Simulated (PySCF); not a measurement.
Worked example: oscillator strength and radiative lifetime

AlH2I, SMILES [I][AlH2].

Geometry: PBE-D3(BJ)/def2-TZVP. The def2 effective core potentials stand for the cores of I; spin–orbit coupling is left out.

TDA-B3LYP/def2-TZVPD (PySCF) puts the first singlet state with f over 0.02 at 5.05 eV (vertical), with the transition dipole (0.000, 0.000, -0.711) in atomic units.

**Question.** Find the oscillator strength, the wavelength and the radiative lifetime that this transition would have in vacuum if emission retraced absorption.

**Answer.** 
|μ|² = 0.5055 au, so |μ| = 1.81 D. ΔE = 5.05/27.211 = 0.1856 hartree. f = (2/3) ΔE |μ|² = 0.063 (the program prints 0.063).
λ = 1239.84/5.05 = 246 nm; ν = 40731 cm⁻¹.
Einstein's coefficient A = 0.6670 ν² f s⁻¹ (ν in cm⁻¹) = 6.9e7 s⁻¹, so τ = 1/A = 14 ns. This state is S2; the lower singlet has f = 0.000. The figure is the radiative limit of this one transition; relaxation, internal conversion, crossing to triplets and a medium change what is measured.
